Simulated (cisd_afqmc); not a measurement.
Input (AFQMC/CISD/def2-SVP; cisd_afqmc is a phaseless AFQMC code with CISD trial states that reads the integrals written by Ansatz):

Ansatz 0.2 input:
```python
import cisd_afqmc

open("ham.yaml", "w").write("""\
crystal:
  periodic: [false, false, false]
  atoms:
    - {symbol: Ge, position_ang: [0.00000000, 0.00000000, 0.00000000]}
basis:
  gaussian:
    orbitals: def2-SVP
magnetization: {spin_polarized: true, initial_magnetization: 2}
correlation: {method: ccsd, electrons: outside_noble_gas, hamiltonian_folder: ham}
scf: {lower_state_search: full}
""")
rep = cisd_afqmc.ansatz("ham.yaml")
e_ccsd = rep["correlation"]["coupled_cluster"]["energy"]["hartree"]
out = cisd_afqmc.run("ham", e_ccsd, trial="CISD", walkers=200, populations=8, threads=8, dt=0.005, steps=40, early=24, settle=10, least=48,
    target=0.0004, seconds=1500, seed=1, memory=12960, gpu=False)
```

Output:

```
orbitals 18, occupied [3, 1], factors 104 of 220, rank of the doubles 62 of 62
E(HF) = -2075.058049
E(CCSD) on the cut factors = -2075.114965, shift to the whole factors 0.000000
Energy of the trial state on the determinant = -2075.114965
  tau behind 7.2 of longer steps, mean of the populations' last blocks
   2.0  -2075.11603
   4.0  -2075.11603
   6.0  -2075.11602
   8.0  -2075.11591
  10.0  -2075.11607
blocks 398 (0 outliers left out), error by blocks joined: 1: 0.00001, 2: 0.00002, 4: 0.00002, 8: 0.00003, 16: 0.00004
E(AFQMC/CISD) = -2075.11603 +/- 0.00004
```
